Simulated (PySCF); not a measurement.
PySCF input (M06-2X/6-311+G**):

```python
from pyscf import gto, dft

mol = gto.M(
    atom='''
    C    -0.13704600   -0.51533600   -0.94136400
    C    -1.25989800   -0.60727400    0.06419800
    Cl   -2.05367700    1.18681700    0.04823000
    C     1.09985500    0.21190700   -0.43394700
    Cl    2.14301400   -0.80070700    0.68655900
    H     0.14458900   -1.54118400   -1.21526200
    H    -0.38720500    0.00380300   -1.89413200
    H    -2.08262900   -1.14643400   -0.42627600
    H     1.77630400    0.50116700   -1.23813400
    H     0.81275800    1.08300200    0.14907100
    ''',
    basis='6-311+g**',
    charge=-1,
    spin=0,
    verbose=4,
)

mf = dft.RKS(mol, xc='m062x').density_fit(auxbasis='def2-universal-jkfit')
mf.grids.level = 4
mf.conv_tol = 1e-9
mf.max_cycle = 100
mf.max_memory = 1500
mf.kernel()
if not mf.converged:
    mf = mf.newton()
    mf.kernel(mf.make_rdm1())
mf.dip_moment()
```

From the output:

```
  HOMO = -0.208552344392371  LUMO = -0.0374664742433322  gap/eV = 4.65548
cycle= 1 E= -1037.61496250624  delta_E= 0.239  |g|= 0.402  |ddm|= 2.81
  HOMO = 0.0247372722513433  LUMO = 0.126417716395185  gap/eV = 2.76687
cycle= 2 E= -1037.63763732977  delta_E= -0.0227  |g|= 0.358  |ddm|= 2.45
  HOMO = -0.0384141855788251  LUMO = 0.137007285863458  gap/eV = 4.77346
cycle= 3 E= -1037.67016408113  delta_E= -0.0325  |g|= 0.0503  |ddm|= 1.18
  HOMO = -0.0354394363950225  LUMO = 0.13728355572009  gap/eV = 4.70003
cycle= 4 E= -1037.67067033818  delta_E= -0.000506  |g|= 0.0293  |ddm|= 0.221
  HOMO = -0.0395922214494837  LUMO = 0.137294129547061  gap/eV = 4.81332
cycle= 5 E= -1037.67090319447  delta_E= -0.000233  |g|= 0.00605  |ddm|= 0.0642
  HOMO = -0.0387022267744546  LUMO = 0.137119694787603  gap/eV = 4.78436
cycle= 6 E= -1037.67091872887  delta_E= -1.55e-05  |g|= 0.00229  |ddm|= 0.0568
  HOMO = -0.0389283910529248  LUMO = 0.137050001596549  gap/eV = 4.78862
cycle= 7 E= -1037.67092140348  delta_E= -2.67e-06  |g|= 0.000911  |ddm|= 0.0194
  HOMO = -0.0388068059429398  LUMO = 0.1370543576221  gap/eV = 4.78543
cycle= 8 E= -1037.6709219577  delta_E= -5.54e-07  |g|= 0.00037  |ddm|= 0.0134
  HOMO = -0.0388346482950258  LUMO = 0.137048186387424  gap/eV = 4.78602
cycle= 9 E= -1037.67092205259  delta_E= -9.49e-08  |g|= 8.51e-05  |ddm|= 0.00763
  HOMO = -0.0388374531215638  LUMO = 0.137049788593466  gap/eV = 4.78614
cycle= 10 E= -1037.67092205797  delta_E= -5.38e-09  |g|= 3.62e-05  |ddm|= 0.00152
  HOMO = -0.0388376663655458  LUMO = 0.137050438676878  gap/eV = 4.78616
cycle= 11 E= -1037.67092205862  delta_E= -6.55e-10  |g|= 9.01e-06  |ddm|= 0.000459
  HOMO = -0.038839757124817  LUMO = 0.13705094156712  gap/eV = 4.78623
Extra cycle  E= -1037.67092205867  delta_E= -5e-11  |g|= 6.27e-06  |ddm|= 8.06e-05
converged SCF energy = -1037.67092205867

WARN: System has nonzero charge -1; the dipole moment is origin-dependent.
Location of origin: [0. 0. 0.]

Dipole moment(X, Y, Z, Debye):  4.11782,  0.26563, -2.76894
```

The dipole moment of an ion depends on the origin.

The geometry given is a B3LYP-D3(BJ)/def2-TZVP minimum.
